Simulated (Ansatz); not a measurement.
The same path of CH3NOSSi (8 atoms, charge 0, multiplicity 1) was run twice with different band settings. The coordinate that changes most is the dihedral S3–Si4–O5–H8.

All numbers below come from RKS revPBE/6-31G* (Ansatz 0.2.0).

Relaxed end points:

```xyz
8
Properties=species:S:1:pos:R:3
N -0.648 2.654 0.760
C 0.244 1.893 0.602
S 1.531 0.794 0.356
Si 0.253 -0.979 0.017
O -0.573 -0.958 -1.433
H -0.654 -1.060 1.204
H 1.247 -2.085 -0.073
H -1.308 -0.315 -1.489
```

```xyz
8
Properties=species:S:1:pos:R:3
N -0.599 2.770 1.127
C 0.196 1.972 0.770
S 1.393 0.862 0.261
Si 0.141 -0.940 0.026
O -0.984 -0.867 -1.206
H -0.650 -1.142 1.269
H 1.222 -1.956 -0.192
H -0.628 -0.757 -2.110
```

Common settings: spring 5.0 eV/Å²; optimiser quadratic models (default); start path IDPP; force threshold 0.03 eV/Å; end points relaxed.

| run | movable images | climbing image | iteration limit |
| --- | --- | --- | --- |
| 1 | 9 | yes | 35 |
| 2 | 2 | no | 60 |

(1) What does each run give, and how far can it be trusted?

Results:

(1) Run 1: converged after 8 iterations, highest image 0.075 eV above the first end. A vibrational analysis at the climbing image gives one clearly imaginary mode, 311i cm⁻¹: a first-order saddle point.
Run 2: converged after 7 iterations, highest image 0.052 eV above the first end. No image climbed, so the highest image needn't sit at the top of the path. So few images can step over the top or miss a turn of the path.
